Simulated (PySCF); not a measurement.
Vertical excitations of a molecule C₃H₇FSi from TDDFT-PBE/def2-SVPD (PySCF), as energy in eV (oscillator strength): 6.69 (0.007), 7.04 (0.053), 7.12 (0.019), 7.15 (0.002), 7.37 (0.004), 7.38 (0.017), 7.41 (0.051), 7.68 (0.069), 7.70 (0.010), 7.71 (0.003). Lowest triplet (TDA): 6.27 eV. Geometry: ωB97X-D3(BJ)/def2-SVP. The values are those of a single conformer.

Q: Identify the compound among the candidates.
(A) C/C=C(/F)[SiH3]
(B) C/C([SiH3])=C/F
(C) FC1C[SiH2]C1
(D) F[C@H]1C[C@@H]1[SiH3]

A: C, FC1C[SiH2]C1
